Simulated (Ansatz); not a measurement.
Frontier orbitals of C₃H₆Si (`C1=C[SiH2]C1`).

Total charge 0; spin multiplicity 1. The geometry is a stationary point of PBE0-D4/def2-TZVP. Basis def2-TZVPP, the Gaussian-basis code of Ansatz.

Orbital energies of one run (eV). Highest occupied ones, from the top: -6.82, -7.26, -7.79, -8.48, -9.69, -10.96, -11.73, -13.02, -14.63, -17.49, -21.72, -97.31, -97.32, -97.32. Empty: -0.94, -0.25, 0.70, 1.35, 1.63, 1.81.

(1) Which functional gave them?
A. B97M-V
B. LC-ωPBE
C. PBE0
D. BHLYP

Answers

(1) A. HOMO energies: B97M-V -6.82, LC-ωPBE -10.39, BHLYP -8.61, PBE0 -7.69 eV.

LC-ωPBE has ω = 0.4 bohr⁻¹.
